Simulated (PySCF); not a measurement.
## C12H9F: Computed beside measured shifts

System: C12H9F (measured compound), SMILES Fc1ccccc1-c1ccccc1.

Atom-mapped SMILES (hydrogens are numbered by the atom that bears them): [F:1][c:2]1[cH:3][cH:4][cH:5][cH:6][c:7]1-[c:8]1[cH:9][cH:10][cH:11][cH:12][cH:13]1

Level of theory: GIAO KT3/pcSseg-1, gas phase, PySCF SCF with an in-house response code, fitting set def2-universal-JFIT, grid level 2, non-relativistic, geometry: GFN2-xTB.

One optimised conformer. Values are averaged over the atoms that symmetry or fast rotation interchanges, on this one geometry and without vibrational averaging. Shifts are the reference shielding less the shielding here, at the same level (13C, 1H against isolated TMS; 19F against isolated CFCl3); nuclei without a reference have shieldings only.

**Question.** What shifts does this level give for F1, and how do they compare with measurement?

**Answer.** 
```
atom  nucleus  computed / ppm  measured / ppm  computed less measured  measured against  medium of the measurement
  F1      19F          -136.7          -118.6                   -18.1             CFCl3                 not stated
```

Computed 19F and 31P shifts carry an offset from the reference molecule (CFCl3 is hard for DFT, lone H3PO4 or PH3 isn't the 85 % acid), so differences between compounds are more accurate than the values.

Measured values: G. Saielli, R. Bini, A. Bagno, Computational 19F NMR. 2. Organic compounds, RSC Adv. 2014, ESI.
